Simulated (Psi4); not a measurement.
C₂H₈GaN (SMILES [CH3][Ga]([CH3])[NH2]), singlet, at a GFN2-xTB geometry (such geometries of metal compounds can be far from the true shape), with bond 3-2 at 1.6 times its length. Base run: M06-2X/def2-SV(P) (Psi4).

The Psi4 input:
```
memory 2 GB

molecule {
0 1
  Ga   -0.00709451    0.00460620   -0.00714112
  C    -1.47199618   -1.39543412   -0.17665421
  H    -0.77990732   -2.96222441   -0.52737496
  H    -2.17872222   -1.14504898   -0.97070797
  H    -2.02896157   -1.48152489    0.75972005
  C     0.13033080    1.80004736   -0.94945224
  H     0.26125667    1.66657442   -2.02620221
  H     0.98208639    2.36703510   -0.56726568
  H    -0.77564079    2.39282419   -0.80161230
  N     1.35270193   -0.41356163    1.13700129
  H     2.15140436    0.17015384    1.35088087
  H     1.42902616   -1.27087592    1.67004633
}

set basis def2-sv(p)

energy('m06-2x')
print_variables()
```

Variants of this job, named by their change:

| change | ΔE vs base (mEh) | SCF cycles | grid points | basis functions | outcome |
|---|---|---|---|---|---|
| base | 0.000 | 11 | 259576 | 90 | converged |
| damping_percentage = 50 | - | - | - | 90 | stopped with an error |
| scf_type = direct | 0.006 | 13 | 259576 | 90 | converged |
| guess = sap | 0.000 | 10 | 259575 | 90 | converged |
| diis_max_vecs = 15 | 0.000 | 11 | 259576 | 90 | converged |
| dft_nuclear_scheme = becke | 0.012 | 11 | 257733 | 90 | converged |
| dft_pruning_scheme = treutler | -0.215 | 11 | 143632 | 90 | converged |
| dft_basis_tolerance = 1e-8 | 0.000 | 11 | 258291 | 90 | converged |
| puream = true | 0.000 | 11 | 259576 | 90 | converged |
| dft_radial_scheme = multiexp | 4.812 | 11 | 269975 | 90 | converged |
| scf_initial_accelerator = ediis | 0.000 | 11 | 259576 | 90 | converged |
| df_basis_scf = def2-universal-jkfit | 0.000 | 11 | 259576 | 90 | converged |
| cholesky_tolerance = 1e-3 (with scf_type cd) | - | - | - | 90 | input refused |

- damping_percentage = 50: ended with `Exception: ADIIS minimization failed. File a bug, and include your entire input and output files.`
- cholesky_tolerance = 1e-3 (with scf_type cd): ended with `Fatal Error: Not enough memory for CD.`
